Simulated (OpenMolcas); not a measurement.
Hf: the spin-orbit constant, worked from levels

```
Program             : OpenMolcas
Basis               : ANO-RCC-VDZP [7s6p4d2f1g]
Scalar Hamiltonian  : DKH2, point nucleus
Active space        : 4 electrons in 6 orbitals (5d 6s)
State averaging     : 2S+1 = 3 even, 55 roots; 2S+1 = 5 even, 10 roots kept (CI in the orbitals of an earlier block); 2S+1 = 1 even, 43 roots kept (CI in the orbitals of an earlier block)
Spin-orbit coupling : state interaction with AMFI integrals over the reference wave functions, term energies averaged over their components
```

Methods: CASSCF; MS-CASPT2, IPEA 0.25 Eh, imaginary shift 0.1 Eh (closed shells correlated: 5s 5p). Measured levels: NIST Handbook of Basic Atomic Spectroscopic Data.

**The spin-orbit constant.** For the Hund term ³F of d2, E(J) = (A/2) J(J+1) + constant and ζ = 2S·A = 2A. From J = 2 to J = 4 the energy changes by 7 A.

| Source | E(4) - E(2) | A | ζ |
| --- | --- | --- | --- |
| CASSCF | 4242.7 | 606.1 | 1212 |
| MS-CASPT2 | 4475.5 | 639.4 | 1279 |
| measured | 4567.6 | 652.5 | 1305 |

All in cm-1. MS-CASPT2 is off by -2.0 % and CASSCF by -7.1 %. Both methods take the spin-orbit matrix elements from the reference wave functions, so the second can move ζ only through the term energies and any multistate remixing. Second-order mixing with other terms is absorbed into this ζ.

CASPT2 breaks the degeneracy within a term, and the mean is taken; among the terms shown or strongly mixed into the levels shown the widest spread is 770 cm-1 (5d² 6s² ³F, MS-CASPT2). Over all roots computed the reference weight is 0.87 to 0.96 in MS-CASPT2; the roots of lowest weight are the least certain, and an intruder state may touch them. Without dynamic correlation excited terms often stand tens of per cent too high (terms of higher spin than the ground term too low), and those without a measured partner can miss by more than the paired ones (holds for CASSCF). Computed and measured levels are paired by configuration, term and J; levels that our copy of the source lacks, or whose pairing is in doubt (as where it misses far off the trend of its configuration), stay unpaired and out of the deviations. Only configurations of the active space appear.
